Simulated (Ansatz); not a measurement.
Job for Ansatz (a quantum-chemistry and plane-wave program): R-revPBE/def2-TZVPPD on AlBFH5O (SMILES B[O][AlH2-][FH+]). The basis file is the Basis Set Exchange's JSON of that set.

Ansatz 0.2 input:
```yaml
crystal:
  periodic: [false, false, false]
  atoms:
    - {symbol: Al, position_ang: [0.95487278, 0.38256619, -0.55267332]}
    - {symbol: O, position_ang: [-0.70445532, 0.04847955, -0.41191902]}
    - {symbol: B, position_ang: [-1.97185529, -0.30494814, -0.20789123]}
    - {symbol: H, position_ang: [1.43454346, 1.73657333, 0.12065396]}
    - {symbol: H, position_ang: [1.76001903, -0.38181637, -1.66207340]}
    - {symbol: H, position_ang: [-2.24514289, -1.06943493, 0.68061082]}
    - {symbol: H, position_ang: [-2.83905960, 0.14316371, -0.90887123]}
    - {symbol: F, position_ang: [1.68947906, -0.62303629, 1.17838253]}
    - {symbol: H, position_ang: [1.92149875, 0.06845294, 1.76368088]}
basis:
  gaussian:
    orbitals: def2-TZVPPD.json
hamiltonian:
  xc: {name: revPBE}
scf: {lower_state_search: off}
```

Output:

```
WARN ansatz: RAYON_NUM_THREADS=4 ignored (pool sized by the plan → 4); use --threads N
Functional definition: revPBE
these checks for a lower state are left out or cut short: stability, starts, cluster_reference, orbital_swaps, neighbouring_geometries, increment
integrals: 0.16 GiB planned
1142 factors; their error is unknown
mean field: 1.23 GiB planned
mean field evaluation 1: about -12111.4848 eV, gradient 7.0e1 eV
mean field evaluation 2: about -12034.0972 eV, gradient 1.7e2 eV
mean field evaluation 4: about -12119.4939 eV, gradient 1.9e1 eV
mean field evaluation 8: about -12119.9620 eV, gradient 6.0e-2 eV
mean field evaluation 16: about -12119.9467 eV, gradient 1.5e-5 eV
mean field -12119.94665870 eV, -445.3998245122 hartree, gradient 8.3e-7 eV, S^2 0.000000; 0 other end points of the search recorded, 0 dependent functions left out
reference -12119.94674061 eV, -445.3998275226 hartree; 20, 20 occupied and 230, 230 virtual orbitals, 1142 factors
Total energy: -12119.94674061 eV, -445.3998275226 hartree
Checks for a lower state left out: stability, starts, cluster_reference, orbital_swaps, neighbouring_geometries, increment
```

The run converged.

Cost: around 3 core-seconds (rough).
